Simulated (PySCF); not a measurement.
Isomers of C5H7ClSSi, mass 161.973 u with the commonest isotopes. The calculation used PBE0/def2-SVPD in PySCF (dipole) on a GFN2-xTB geometry, gas phase. One conformer each, none proved a minimum here; rigid rotors.

Task: Order these by rotational constant A, smallest first.
A. `[CH3:1][SiH2:2][c:3]1[cH:4][c:5]([Cl:6])[cH:7][s:8]1` with C1–Si2–C3–C4 129°
B. `[CH3:1][S:2][C:3]1=[CH:4][CH:5]=[CH:6][Si@H:7]1[Cl:8]` with C1–S2–C3–C4 -1°
C. `[SiH3:1][CH2:2][c:3]1[cH:4][cH:5][c:6]([Cl:7])[s:8]1` with Si1–C2–C3–C4 92°
D. `[Cl:1][CH2:2][SiH2:3][c:4]1[cH:5][cH:6][cH:7][s:8]1` with Cl1–C2–Si3–C4 178°, C2–Si3–C4–C5 150°
E. `[CH3:1][S:2][C:3]1=[CH:4][CH:5]=[C:6]([Cl:7])[SiH2:8]1` with C1–S2–C3–C4 -178°
F. `[CH3:1][SiH2:2][c:3]1[s:4][cH:5][cH:6][c:7]1[Cl:8]` with C1–Si2–C3–S4 115°

Result: F (1479 MHz), B (1769 MHz), A (2841 MHz), C (3237 MHz), E (3365 MHz), D (3698 MHz).

Task: Order these by rotational constant C, smallest first.
A. `[SiH3:1][CH2:2][c:3]1[cH:4][cH:5][c:6]([Cl:7])[s:8]1` with Si1–C2–C3–C4 92°
B. `[CH3:1][SiH2:2][c:3]1[cH:4][c:5]([Cl:6])[cH:7][s:8]1` with C1–Si2–C3–C4 129°
C. `[Cl:1][CH2:2][SiH2:3][c:4]1[cH:5][cH:6][cH:7][s:8]1` with Cl1–C2–Si3–C4 178°, C2–Si3–C4–C5 150°
D. `[CH3:1][SiH2:2][c:3]1[s:4][cH:5][cH:6][c:7]1[Cl:8]` with C1–Si2–C3–S4 115°
E. `[CH3:1][S:2][C:3]1=[CH:4][CH:5]=[CH:6][Si@H:7]1[Cl:8]` with C1–S2–C3–C4 -1°

Result: C (474.9 MHz), B (526.1 MHz), A (546.4 MHz), E (640.9 MHz), D (688.4 MHz).

Task: Order these by out-of-plane moment Σ m c² = (Ia + Ib − Ic)/2, smallest first.
A. `[CH3:1][SiH2:2][c:3]1[cH:4][c:5]([Cl:6])[cH:7][s:8]1` with C1–Si2–C3–C4 129°
B. `[CH3:1][S:2][C:3]1=[CH:4][CH:5]=[CH:6][Si@H:7]1[Cl:8]` with C1–S2–C3–C4 -1°
C. `[CH3:1][SiH2:2][c:3]1[s:4][cH:5][cH:6][c:7]1[Cl:8]` with C1–Si2–C3–S4 115°
D. `[CH3:1][S:2][C:3]1=[CH:4][CH:5]=[C:6]([Cl:7])[SiH2:8]1` with C1–S2–C3–C4 -178°
E. `[SiH3:1][CH2:2][c:3]1[cH:4][cH:5][c:6]([Cl:7])[s:8]1` with Si1–C2–C3–C4 92°
F. `[Cl:1][CH2:2][SiH2:3][c:4]1[cH:5][cH:6][cH:7][s:8]1` with Cl1–C2–Si3–C4 178°, C2–Si3–C4–C5 150°

Result: D (4.66 u·Å²), F (11.91 u·Å²), A (24.76 u·Å²), C (30.53 u·Å²), B (32.05 u·Å²), E (45.66 u·Å²).

```csv
SMILES,point group,Ia (u·Å²),Ib (u·Å²),Ic (u·Å²),κ,μa (D),μb (D),μc (D)
C[SiH2]c1cc(Cl)cs1,C1,177.90,832.31,960.69,-0.93,1.59,0.33,0.34
ClC[SiH2]c1cccs1,C1,136.66,951.35,1064.19,-0.97,2.69,0.03,0.44
CSC1=CC=C(Cl)[SiH2]1,near Cs,150.18,833.99,974.86,-0.94,1.76,1.04,0.05
Cc1ccc([SiH2]Cl)s1,near Cs,138.83,842.07,971.91,-0.95,2.17,0.15,0.00
C[SiH2]c1sccc1Cl,C1,341.67,453.56,734.17,0.08,0.69,0.41,0.61
[SiH3]Cc1ccc(Cl)s1,C1,156.14,860.06,924.89,-0.97,1.85,1.05,0.38
CSC1=CC=C[Si@H]1Cl,C1,285.74,566.87,788.50,-0.56,1.92,1.71,0.10
```
